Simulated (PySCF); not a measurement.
## Electronic structure of Be⁺ (beryllium, charge +1) at the UHF level

Configuration: [He] 3d1, 2D determinant (an excited configuration). Calculation: PySCF 2.14, in dyall-av3z (15s9p4d2f, 76 functions); the spin-free X2C one-electron Hamiltonian (Gaussian nucleus).

```
Total energy                                                  : -13.832156 hartree
One-electron energy                                           : -16.5803 hartree
Hartree (Coulomb) energy                                      : 5.1261 hartree
Exchange energy                                               : -2.3780 hartree
⟨S²⟩                                                          : 0.7500
⟨L²⟩                                                          : 6.000
Sum of ⟨r⟩                                                    : 5.658 bohr
Sum of ⟨r²⟩                                                   : 26.32 bohr²
Traceless quadrupole moment −½Σ⟨3z² − r²⟩ along its main axis : 7.39 e·bohr²
Langevin diamagnetic susceptibility                           : -20.8 ×10⁻⁶ cm³/mol
```

```tsv
shell	electrons	mean orbital energy (hartree)	rms radius, mean of both spins (bohr)
1s α	1	-5.43277	0.481
1s β	1	-5.43276	0.481
3d α	1	-0.21849	5.08
```

The outer electron is Rydberg-like, and this basis confines it to a smaller radius and binds it less than a complete one would.

Spin-orbit constants ζ (cm⁻¹) from the X2C one-electron operator on these orbitals: bare nucleus, nucleus screened by l(l+1)(2l+1)/3 electrons, and screened by the Breit-Pauli mean field of the electrons.

| shell | bare | screened nucleus | mean field |
| --- | --- | --- | --- |
| 3d | 0.5074 | 0.2537 | 0.2344 |

To first order the Landé constant is A = 0.2344 cm⁻¹, so the lowest level has J = 3/2 and lies 4.36e-05 eV below the centre of the term.
